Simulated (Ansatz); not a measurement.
Harmonic frequencies (cm⁻¹) at PBE0-D4/def2-TZVP from Ansatz: 24, 54, 67, 120, 138, 224, 231, 257, 341, 389, 398, 440, 456, 458, 719, 876, 926, 945, 1024, 1153, 1154, 1196, 1312, 1348, 1391, 1408, 1432, 1472, 1476, 1492, 1496, 3039, 3041, 3052, 3111, 3120, 3133, 3136, 3606.

Each molecule was computed in one conformer, which needn't be the lowest.

Q: Which molecule is it?
A. `[CH3][Ga]([CH3])[C]#N`
B. `C[CH2][Ga]([OH])[F]`
C. `CC(C)[NH][Ga]([Cl])[Cl]`
D. `[CH3][GaH][Se]C`

A: C.
